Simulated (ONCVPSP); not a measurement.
# How hard is this zinc (Zn) ONCV potential?

zinc (Zn), optimised norm-conserving Vanderbilt (ONCV), made with ONCVPSP 4.0.1 (LDA (Perdew-Wang 92), non-relativistic). Core [Ne], reference 3s2 3p6 3d10 4s1 (charge +1). Waves: 3s+4s: rc 1.35 bohr, ncon 5, nbas 8, qcut 8.9 1/bohr, 2 projectors; 3p: rc 0.80 bohr, ncon 4, nbas 7, qcut 16.5 1/bohr, 1 projector; 3d: rc 0.90 bohr, ncon 4, nbas 8, qcut 16.3 1/bohr, 1 projector. Local part: polynomial inside 0.55 bohr (lpopt 5, dvloc0 1 Ha). Core correction: none.

Q: For each optimised wave give the share of its norm inside rc, the residual kinetic energy above qcut (Ha) and the cutoffs (Ha) for errors of 10, 1, 0.1 and 0.01 mHa per electron.

A:

| wave | norm inside rc | residual KE | 10 mHa | 1 mHa | 0.1 mHa | 0.01 mHa |
| --- | --- | --- | --- | --- | --- | --- |
| 3s | 0.980 | 4.0e-05 | 13.0 | 27.7 | 36.1 | 82.3 |
| 4s | 0.084 | 3.9e-05 | 10.1 | 24.8 | 35.8 | 65.8 |
| 3p | 0.662 | 1.8e-06 | 38.5 | 87.8 | 109.3 | 124.5 |
| 3d | 0.612 | 2.2e-05 | 94.3 | 111.0 | 123.8 | 195.2 |

The occupied waves need 111 Ha and 124 Ha for 1 and 0.1 mHa.
